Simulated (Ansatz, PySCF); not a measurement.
Isomers of CH3NO: 1 is NC=O, 2 is CN=O; one conformer of each (the lowest of an xTB search), B3LYP-D3(BJ)/def2-TZVP minima.
Isomer 1 (charge 0, multiplicity 1):
```tsv
atom	x (Å)	y (Å)	z (Å)
N	-0.6935	-0.0314	-0.0093
C	0.6612	0.0338	0.0080
O	1.3082	1.0440	-0.1452
H	-1.2270	0.8098	-0.1588
H	-1.1758	-0.9022	0.1246
H	1.1269	-0.9540	0.1806
```
Isomer 2 (charge 0, multiplicity 1, Z-matrix in Å and degrees):
```
C
H 1 1.0905
H 1 1.0926 2 112.04
H 1 1.0927 2 111.97 3 -120.59
N 1 1.4790 2 111.76 4 -119.64
O 5 1.1994 1 113.98 2 0.36
```

No zero-point or thermal terms.

Correlated levels freeze the cores. CBS: X⁻³ extrapolation of the correlation energy, Hartree–Fock from the larger set.

Run with Ansatz (Gaussian basis) for Hartree–Fock, density functionals and correlated methods; PySCF for the dispersion terms. Each number belongs to the level named beside it.

### Question
What is the computed electronic energy of isomer 2 less that of isomer 1 (r2SCAN-D3(BJ)/def2-TZVPP)?

### Answer
279 kJ/mol

### Question
What is the computed electronic energy of isomer 2 less that of isomer 1 (CCSD(T)/CBS(cc-pVTZ, cc-pVQZ))?

### Answer
267 kJ/mol

### Question
Estimate the electronic energy of isomer 2 less that of isomer 1 that CCSD(T)/cc-pVTZ returns for this input.

### Answer
259 kJ/mol

Ansatz is an electronic-structure program.
